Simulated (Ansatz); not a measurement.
The cluster Mg4Te3⁺. Charge 1, multiplicity 2. Geometry r2SCAN-D4/def2-SVP; atoms count from 1.

```csv
atom,x (Å),y (Å),z (Å)
Mg1,4.4563,1.3399,0.9126
Mg2,-2.4295,1.4908,-0.9150
Mg3,1.7795,0.0973,0.4579
Mg4,-1.1455,-1.1642,-0.0469
Te5,0.1657,1.1769,-1.4661
Te6,-3.8172,-0.5570,-0.0812
Te7,0.9908,-2.3836,1.1387
```

In the def2 sets Te takes a core potential; there is no spin–orbit coupling. The geometry of the doublet was relaxed on an unsound state (an occupied level 0.04 eV above an empty one). Another isomer (doublet) lies 2.02 eV lower at PBE0-D4/def2-TZVP; other spin states weren't run for this one.

(1) Estimate the Mulliken populations from the PBE0/def2-TZVP orbitals of Ansatz.

(2) Where does the spin sit?

(3) And the Mayer bond orders between bonded heavy atoms (over 0.3)?

## Answers

(1) 
```tsv
atom	charge (e)	spin (α − β)
Mg1	0.38	0.00
Mg2	0.53	0.00
Mg3	0.51	0.00
Mg4	0.77	-0.04
Te5	-0.55	0.01
Te6	-0.36	0.32
Te7	-0.28	0.71
```
Mulliken values and Mayer orders depend strongly on the basis.

(2) Summed by element: Mg -0.05, Te 1.05, of 1 unpaired in all. Largest on single atoms: Te7 0.71, Te6 0.32, Mg4 -0.04.

(3) Mg1–Mg3 0.53 (2.99 Å); Mg2–Te5 0.87 (2.67 Å); Mg2–Te6 1.08 (2.61 Å); Mg3–Te5 0.77 (2.73 Å); Mg3–Te7 0.79 (2.69 Å); Mg4–Te5 0.32 (3.04 Å); Mg4–Te6 0.76 (2.74 Å); Mg4–Te7 0.66 (2.73 Å). Values over 0.3 also appear between atoms too far apart for a bond (Te6–Te7 0.31 at 5.29 Å); they arise where an orbital or an unpaired electron spreads over both atoms.
